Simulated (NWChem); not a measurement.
hexafluoropropylene oxide (C$_{3}$F$_{6}$O); SMILES FC(F)(F)C1(F)OC1(F)F

```xyz
10

F      1.5189     1.5171    -0.0608
C      0.1987     1.3942     0.0632
F     -0.4025     2.5049    -0.3602
O     -0.2709     0.8458     1.2451
C     -0.5057     0.1194     0.0358
F     -1.7831     0.0751    -0.3782
C      0.1463    -1.2543    -0.0657
F     -0.5421    -2.1423     0.6647
F      1.4082    -1.2152     0.3738
F      0.1422    -1.6569    -1.3462
```
Atoms are numbered in this order, from 1.

Level: B3LYP/6-31G* (spherical d) (NWChem), optimised geometry, unscaled harmonic frequencies. 

**Question.** List the harmonic frequencies with IR intensities, and the thermochemistry.

**Answer.** 
```
frequency (cm⁻¹)  IR intensity (km/mol)
----------------  ---------------------
38                                  0.1
130                                 0.6
156                                 1.6
240                                 1.4
260                                 1.1
306                                 0.8
344                                 0.1
423                                 1.2
499                                 5.5
528                                 0.1
560                                 5.3
574                                 0.8
608                                 6.6
715                                46.3
772                                 5.8
806                                 1.2
1032                              287.8
1150                              140.7
1187                              178.2
1238                              154.9
1256                              166.7
1308                              381.2
1381                               71.5
1579                              158.6
```

The zero-point energy is 24.4 kcal/mol. The thermal correction to the enthalpy at 298.15 K (with zero-point energy) comes out as 30.3 kcal/mol. The heat capacity Cv is 29.2 cal/(mol K), the entropy at 298.15 K and 1 atm (symmetry number 1) comes out as 92.1 cal/(mol K) and the dipole moment comes out as 0.59 D.

Rigid rotor and harmonic oscillator; modes under 100 cm⁻¹ make the entropy uncertain.
